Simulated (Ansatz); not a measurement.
(BeO)4 ring (Be₄O₄), relaxed as a singlet with RKS B3LYP-D4/def2-SVP in Ansatz, starting from the GFN2-xTB geometry. Force threshold 0.02 eV/Å.

Start:

```xyz
8

Be   -0.7534   -0.4702    1.4929
Be    0.8990   -1.4869   -0.0141
Be    0.7550    0.4715   -1.4921
Be   -0.9006    1.4853    0.0132
O     0.1137   -1.5299    1.1561
O     1.2927   -0.7929   -1.1767
O    -0.1141    1.5295   -1.1558
O    -1.2922    0.7936    1.1766
```

```csv
step,energy (eV),largest force component (eV/Å),SCF passes
1,-9798.5161,1.852,24
2,-9798.7190,0.974,28
3,-9798.8172,0.156,27
4,-9798.8233,0.005,28
```

Force components are those of the run's own axes.

End:

```csv
atom,x (Å),y (Å),z (Å)
Be1,-0.745,-0.465,1.474
Be2,0.888,-1.467,-0.014
Be3,0.745,0.465,-1.474
Be4,-0.888,1.467,0.014
O5,0.118,-1.592,1.203
O6,1.346,-0.826,-1.226
O7,-0.119,1.592,-1.203
O8,-1.346,0.826,1.226
```

By distances, no bond broke or formed. The bond that changes most is Be4–O8, from 1.41 to 1.45 Å (atoms count from 1).

No frequencies were taken in this run, so the end may be a saddle point.

It took 13 s on 2 threads of AMD EPYC 7R43 on a shared host.
